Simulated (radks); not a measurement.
Values are calculated unless marked as measured or tabulated.
Effect of the nuclear size on neutral bromine, [Ar] 3d10 4s2 4p5. Level of theory: Dirac Kohn-Sham, relativistic LDA (MacDonald-Vosko exchange, VWN5 correlation), spin-unpolarised, spherical densities, finite nucleus; open shells are shared between the two j in proportion to 2j + 1; Fermi nuclear charge, rms radius 4.1629 fm (a radial shooting solver on a logarithmic mesh with Libxc functionals). The rms radius is varied about that value; shifts are against it.

rms radius (fm),total energy shift (eV),density at nucleus (e/bohr^3),1s1/2 shift (meV),2s1/2 shift (meV),3p1/2 shift (meV),4s1/2 shift (meV)
3.3761,-0.184,4.462e+04,-77.8,-7.82,0.115,-0.130
3.8257,-0.0832,4.42e+04,-35.2,-3.54,0.052,-0.059
4.1629,0,4.392e+04,0.000,0.000,0.000,0.000
4.575,0.111,4.361e+04,46.7,4.70,-0.069,0.078
4.7665,0.165,4.348e+04,69.8,7.02,-0.103,0.117

Slopes of the eigenvalues against <r^2> in GHz/fm^2, as finite differences over the two radii next to the reference (eigenvalue slopes, not the field-shift constants of lines): 1s1/2 3150, 2s1/2 316, 3p1/2 -4.64, 4s1/2 5.25.
